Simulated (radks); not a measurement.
Results of a calculation; reference values are marked as such.
Species: La3.1+. Configuration: [Kr] 4d9.9 5s2 5p6 (fractional occupations, a model configuration).

Code: a radial shooting solver on a logarithmic mesh with Libxc functionals. Model: Dirac Kohn-Sham, PBE, spin-unpolarised, spherical densities, point nucleus; open shells are shared between the two j in proportion to 2j + 1.

Energy parts (eV):
part                      energy
total                 -231180.35
kinetic                247425.41
electron-nucleus      -561086.49
Hartree                 88009.04
exchange-correlation    -5528.31

Orbitals (lengths in bohr, moments of r in powers of bohr; r(max) is where P^2 peaks):
\begin{tabular}{lrrrrr}
orbital & occ. & eigenvalue (eV) & <r^4> & r(max) & small-component weight \\ \hline
1s1/2 & 2 & -38745.89 & 1.918e-06 & 0.01607 & 4.44e-02 \\
2s1/2 & 2 & -6187.506 & 0.0003177 & 0.09108 & 9.62e-03 \\
2p1/2 & 2 & -5836.647 & 0.0002005 & 0.06950 & 9.65e-03 \\
2p3/2 & 4 & -5423.517 & 0.0002480 & 0.07466 & 9.09e-03 \\
3s1/2 & 2 & -1343.918 & 0.01308 & 0.2606 & 2.93e-03 \\
3p1/2 & 2 & -1196.081 & 0.01223 & 0.2472 & 2.87e-03 \\
3p3/2 & 4 & -1115.550 & 0.01437 & 0.2585 & 2.71e-03 \\
3d3/2 & 4 & -856.7689 & 0.01113 & 0.2082 & 2.59e-03 \\
3d5/2 & 6 & -839.5401 & 0.01170 & 0.2114 & 2.55e-03 \\
4s1/2 & 2 & -291.8074 & 0.3381 & 0.6085 & 8.97e-04 \\
4p1/2 & 2 & -237.3838 & 0.3991 & 0.6189 & 8.32e-04 \\
4p3/2 & 4 & -220.2171 & 0.4660 & 0.6430 & 7.83e-04 \\
4d3/2 & 3.96 & -130.9959 & 0.7306 & 0.6668 & 6.43e-04 \\
4d5/2 & 5.94 & -128.0087 & 0.7677 & 0.6747 & 6.30e-04 \\
5s1/2 & 2 & -63.1353 & 10.05 & 1.402 & 2.06e-04 \\
5p1/2 & 2 & -47.9877 & 15.63 & 1.526 & 1.69e-04 \\
5p3/2 & 4 & -45.3038 & 18.26 & 1.588 & 1.57e-04 \\
\end{tabular}

The highest occupied level is 5p3/2 at -45.304 eV. The density falls to 0.001 e/bohr^3 at r = 3.49 bohr.
